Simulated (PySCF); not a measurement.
HRuO2: from structure and modes to constants

All numbers come from UPBE0/[Ru def2-TZVP with ECP28, O def2-TZVP, H def2-TZVP], scalar-relativistic core potentials, density fitting, no spin–orbit coupling, PySCF.

The doublet minimum has Cs symmetry. Masses (u): Ru 101.90435, O 15.99492, H 1.00782.

```xyz
4
charge 0 multiplicity 2, angstrom
Ru    0.1088    0.0000   -0.0634
O    -0.3991    1.5542    0.1934
O    -0.3991   -1.5542    0.1934
H     1.6602    0.0000    0.2779
```

Harmonic wavenumbers (cm⁻¹): 235.7 (a', ×1), 291.5 (a', ×1), 710.9 (a'', ×1), 1026.8 (a'', ×1), 1044.9 (a', ×1), 2129.6 (a', ×1).

(1) Find the principal moments of inertia and the rotational constants. What kind of rotor is it?

(2) What is the harmonic zero-point energy?

(3) Give the standard entropy (298.15 K, 1 bar) by its translational, rotational, vibrational and spin parts, and Cp.

Answers

(1) About the centre of mass I = 10.762, 78.067, 87.232 u Å². With B = 16.8576/I this gives 1.566, 0.2159, 0.1933 cm⁻¹. The molecule is an asymmetric top with κ = -0.97.

(2) Half the sum of all 6 wavenumbers, 5439/2 = 2720 cm⁻¹, which is 32.5 kJ/mol (1 cm⁻¹ = 0.0119627 kJ/mol).

(3) Sackur–Tetrode with M = 134.90 u gives 170.0; rotation with symmetry number 1 gives 95.1; vibration 15.7; spin R ln 2 = 5.8. The total is 286.6 J/(mol K), and Cp = 4 R + 20.8 = 54.1 J/(mol K).

Only a few start shapes were tried, so a lower isomer may exist. Open d and f shells are described by one determinant, and the ground state may have another occupation or spin.
